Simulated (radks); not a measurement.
Results of a calculation; reference values are marked as such.
Question: Ionisation of the rhenium ion Re2+, [Xe] 4f14 5d5, to Re3+, [Xe] 4f14 5d4, under several functionals. Dirac Kohn-Sham, spin-unpolarised, spherical densities, finite nucleus; open shells are shared between the two j in proportion to 2j + 1; a radial shooting solver on a logarithmic mesh with Libxc functionals. Known Delta-SCF values: LDA (Slater exchange, Perdew-Wang correlation) 27.439 eV. What does HCTH/407 give, and what is its highest occupied eigenvalue?

Answer: 27.413 eV by Delta-SCF; the 5d5/2 eigenvalue is -21.260 eV. NIST: 27 eV (theoretical).

Beside tabulated values, note that spin-unpolarised runs miss the spin-polarisation part of the exchange energy of open shells.
